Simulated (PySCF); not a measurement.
ClF₂H₃SSi₂, SMILES F[SiH](F)S[SiH2]Cl. Atoms are numbered in the order given.

```xyz
9

Si     1.2789     0.3214    -1.0647
F      2.4130    -0.1867    -0.0194
F      0.7416     1.7571    -0.5093
S     -0.3584    -1.0437    -1.1724
Si    -1.6849    -0.1280     0.2776
Cl    -0.8207    -0.0497     2.1621
H      1.9101     0.4957    -2.3996
H     -2.0674     1.2580    -0.1282
H     -2.8625    -1.0500     0.3072
```
Charge 0, spin multiplicity 1.

The structure is a stationary point at PBE-D3(BJ)/def2-SVP. The structure was generated by enumeration, and PubChem lists no compound with its InChIKey, so it may never have been made. The values are those of a single conformer.

Method: PBE/def2-TZVP in PySCF.

ESP charges are fitted to the potential on shells at 1.4 to 2.0 van der Waals radii. Atomic charges (e):

| atom | Löwdin | ESP fit | IAO |
|---|---|---|---|
| Si1 | ? | 0.47 | 1.32 |
| F2 | ? | -0.20 | -0.50 |
| F3 | ? | -0.19 | -0.50 |
| S4 | ? | -0.14 | -0.40 |
| Si5 | -0.29 | 0.02 | 0.69 |
| Cl6 | 0.23 | -0.06 | -0.28 |
| H7 | -0.04 | -0.01 | -0.13 |
| H8 | -0.03 | 0.04 | -0.09 |
| H9 | -0.03 | 0.06 | -0.09 |

Question: Fill in the missing entries. (Estimate from the structure and the level; the computed values follow.)

Answer: 
- Si1, Löwdin: -0.21
- F2, Löwdin: 0.02
- F3, Löwdin: 0.02
- S4, Löwdin: 0.32

Question: Give the Mayer and Wiberg (Löwdin basis) orders of the bonds. (The exact figures need the calculation; the answer reports its results.)

Answer: 
| bond | Mayer | Wiberg |
|---|---|---|
| Si1–F2 | 1.17 | 1.75 |
| Si1–F3 | 1.13 | 1.71 |
| Si1–S4 | 1.16 | 1.57 |
| S4–Si5 | 1.10 | 1.51 |
| Si5–Cl6 | 1.19 | 1.86 |
| Si1–H7 | 0.92 | 0.93 |
| Si5–H8 | 0.92 | 0.95 |
| Si5–H9 | 0.92 | 0.94 |
